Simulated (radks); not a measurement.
Results of a calculation; reference values are marked as such.
Spherical quantum dot in the effective-mass picture: electrons in a hard-walled sphere of radius 5.87, with a point charge +1 (a donor) at the centre, all in effective atomic units (hartree* = m*/eps^2 hartree, bohr* = eps/m* bohr), one dielectric constant everywhere. Level of theory: non-relativistic Kohn-Sham, PBEsol, spin-polarised, spherical densities (a radial shooting solver with Libxc functionals). Levels are named by radial order and angular momentum (1s, 1p, 1d, 2s, ...), and open shells are averaged over m. Each electron was tried in the lowest free levels, single moves between levels near the top were tried too, and the lowest total energy was kept; such a search can miss a lower state. The series stops at N = 27: beyond it a trial failed or the search could not be trusted, so later rows were left out. At N = 1 the Hartree and exchange-correlation terms need not cancel, so that row can carry a self-interaction error.

| N | open shells | 2S | E (hartree*) | mu = E(N) - E(N-1) (hartree*) | addition energy mu(N+1) - mu(N) (hartree*) | e(HOMO) (hartree*) | rms radius (bohr*) |
|---|---|---|---|---|---|---|---|
| 1 | 1s(up 1, down 0) | 1 | -0.487171 | -0.48717 | 0.4994 | -0.26631 | 1.745 |
| 2 | none | 0 | -0.474971 | 0.012200 | 0.4867 | 0.15071 | 2.297 |
| 3 | 1p(up 1, down 0) | 1 | 0.0238884 | 0.49886 | 0.2022 | 0.59642 | 2.923 |
| 4 | 1p(up 2, down 0) | 2 | 0.724943 | 0.70105 | 0.2123 | 0.80677 | 3.222 |
| 5 | 1p(up 3, down 0) | 3 | 1.63835 | 0.91340 | 0.2751 | 1.0202 | 3.412 |
| 6 | 1p(up 3, down 1) | 2 | 2.82687 | 1.1885 | 0.1962 | 1.2843 | 3.554 |
| 7 | 1p(up 3, down 2) | 1 | 4.21161 | 1.3847 | 0.2041 | 1.4862 | 3.661 |
| 8 | none | 0 | 5.80039 | 1.5888 | 0.3240 | 1.6917 | 3.748 |
| 9 | 2s(up 1, down 0) | 1 | 7.71315 | 1.9128 | 0.2410 | 2.0400 | 3.795 |
| 10 | 1d(up 1, down 0) 2s(up 1, down 0) | 2 | 9.86691 | 2.1538 | 0.2008 | 2.2540 | 3.867 |
| 11 | 1d(up 2, down 0) 2s(up 1, down 0) | 3 | 12.2215 | 2.3546 | 0.2014 | 2.4661 | 3.927 |
| 12 | 1d(up 3, down 0) 2s(up 1, down 0) | 4 | 14.7775 | 2.5560 | 0.1934 | 2.6797 | 3.979 |
| 13 | 1d(up 5, down 0) | 5 | 17.5269 | 2.7494 | 0.2183 | 2.8490 | 4.060 |
| 14 | 1d(up 5, down 0) 2s(up 1, down 0) | 6 | 20.4945 | 2.9677 | 0.2450 | 3.1067 | 4.065 |
| 15 | 1d(up 5, down 1) 2s(up 1, down 0) | 5 | 23.7072 | 3.2127 | 0.1965 | 3.3199 | 4.102 |
| 16 | 1d(up 5, down 2) 2s(up 1, down 0) | 4 | 27.1163 | 3.4091 | 0.1958 | 3.5334 | 4.136 |
| 17 | 1d(up 5, down 4) | 1 | 30.7212 | 3.6049 | 0.1883 | 3.6939 | 4.200 |
| 18 | none | 0 | 34.5144 | 3.7932 | 0.2231 | 3.8925 | 4.227 |
| 19 | 2s(up 1, down 0) | 1 | 38.5307 | 4.0163 | 0.3559 | 4.1731 | 4.219 |
| 20 | 2s(up 1, down 0) 1f(up 1, down 0) | 2 | 42.9029 | 4.3722 | 0.1960 | 4.4701 | 4.245 |
| 21 | 2s(up 1, down 0) 1f(up 2, down 0) | 3 | 47.4711 | 4.5682 | 0.1962 | 4.6662 | 4.270 |
| 22 | 2s(up 1, down 0) 1f(up 3, down 0) | 4 | 52.2354 | 4.7643 | 0.1963 | 4.8625 | 4.292 |
| 23 | 2s(up 1, down 0) 1f(up 4, down 0) | 5 | 57.1960 | 4.9606 | 0.1963 | 5.0587 | 4.313 |
| 24 | 2s(up 1, down 0) 1f(up 5, down 0) | 6 | 62.3529 | 5.1569 | 0.1963 | 5.2550 | 4.333 |
| 25 | 2s(up 1, down 0) 1f(up 6, down 0) | 7 | 67.7061 | 5.3532 | 0.1963 | 5.4513 | 4.352 |
| 26 | 2s(up 1, down 0) 1f(up 7, down 0) | 8 | 73.2555 | 5.5494 | 0.2450 | 5.6476 | 4.369 |
| 27 | 2s(up 1, down 0) 1f(up 7, down 1) | 7 | 79.0500 | 5.7945 | - | 5.8913 | 4.386 |

All shells are closed at N = 2, 8, 18 (there: 1s2 1p6 1d10); the second difference of the energy has clear peaks (12 % above both neighbours; the first and last values, which can be the largest, are not judged, and half-filled shells can peak too) at N = 5, 8, 14, 19.
